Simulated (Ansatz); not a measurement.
Reaction (hydrogen abstraction from the Sn–H bond): `[F][SnH3]` + `[CH3]`• → `[F][SnH2]`• + CH₄

Calculated with Ansatz (gas phase, PBE0-D4/def2-TZVP geometries, no zero-point term in ΔE). CBS: MP2 limit from def2 TZ/QZ plus the TZ coupled-cluster correction, frozen cores. This one scheme is used for every species. No spin–orbit coupling; open shells (•) take unrestricted orbitals. def2 core potentials past Kr. For Sn outer-core shells are correlated without core-valence functions, which leaves a few kJ/mol of doubt a bond.

| species | SCS-MP2/def2-TZVPP energy (Eh) |
| --- | --- |
| `[F][SnH3]` | -315.14999 |
| `[CH3]`• | -39.74207 |
| `[F][SnH2]`• | -314.52293 |
| CH₄ | -40.42031 |

Problem. Work out ΔE.

Solution. ΔE = (-314.52293) + (-40.42031) − (-315.14999) − (-39.74207) = -0.05118 Eh = -1.39 eV. CCSD(T)/CBS gives -1.37 eV.

Largest T1 diagnostic among the species: 0.017.

From PBE to PBE0 (25 % exact exchange), in def2-TZVPP and without D4, ΔE moves by +0.11 eV. Leaving LDA and LC-ωPBE aside and taking each functional with its dispersion term where it has one, the values, not all of them listed here, spread over 0.22 eV, from PBE-D4 to BHLYP-D4. LDA lies −0.14 eV from PBE without D4. In def2-TZVPP, CCSD(T) changes the Hartree–Fock value by −0.29 eV (the triples alone add −0.03 eV) and MP2 by −0.37 eV.
